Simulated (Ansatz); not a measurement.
Consider the redistribution: `BC[SiH](C)Cl` + `B[NH][Al]([CH3])[CH3]` → `BN[SiH](C)Cl` + `B[CH2][Al]([CH3])[CH3]`.

Program: Ansatz. Geometries: PBE0-D4/def2-TZVP. ΔE: electronic, gas phase. CCSD(T)/CBS adds triple-zeta CCSD(T) − MP2 to the extrapolated MP2 energy (def2 sets, frozen cores). Functionals use def2-TZVPP. Each species was taken in one conformer, which may not be the lowest.

| level | ΔE (kJ/mol) |
| --- | --- |
| PBE0-D4 | 8.8 |
| CCSD/def2-TZVPP | 13.8 |

What does CCSD(T)/CBS give? (Best estimate.)

Ansatz gave: +11.1 kJ/mol. The listed levels differ from it by -2.3, 2.7 kJ/mol.

Largest T1 diagnostic among the species: 0.011.

In def2-TZVPP, CCSD(T) changes the Hartree–Fock value by −7.1 kJ/mol (the triples alone add −1.6 kJ/mol) and MP2 by −6.7 kJ/mol.
